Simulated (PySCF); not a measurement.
**Ionisation energy of Ba⁴⁵⁺ by level of theory**

Ba⁴⁵⁺ [Ne] 3s1 (2S) → Ba⁴⁶⁺ [Ne] (1S), as a difference of total energies. All numbers are calculated (PySCF 2.14, the spin-free X2C one-electron Hamiltonian (Gaussian nucleus), in an even-tempered Gaussian basis (18 s from 9.2 bohr⁻², ratio 2.5; 12 p from 12 bohr⁻², ratio 2.5; 4 d from 44 bohr⁻², ratio 2.7; 4 f from 66 bohr⁻², ratio 2.7)). Correlated levels: outer shells: 1s2 frozen; virtual orbitals above 40 to 60 times the deepest correlated orbital energy dropped. The calculations carry no spin-orbit coupling.

```
                method  ionisation energy (eV)
                   UHF                  3640.8
                   LDA                  3643.8
                   PBE                  3647.1
                  PBE0                  3645.7
                r2SCAN                  3640.0
                B2PLYP                  3644.5
                PBEsol                  3644.5
    MP2 (outer shells)                  3641.5
SCS-MP2 (outer shells)                  3641.4
```

Breit and QED terms and the two-electron picture change are absent.

For comparison: 3640 ± 4 eV (theoretical estimate listed by NIST; NIST Atomic Spectra Database, ionization energies).
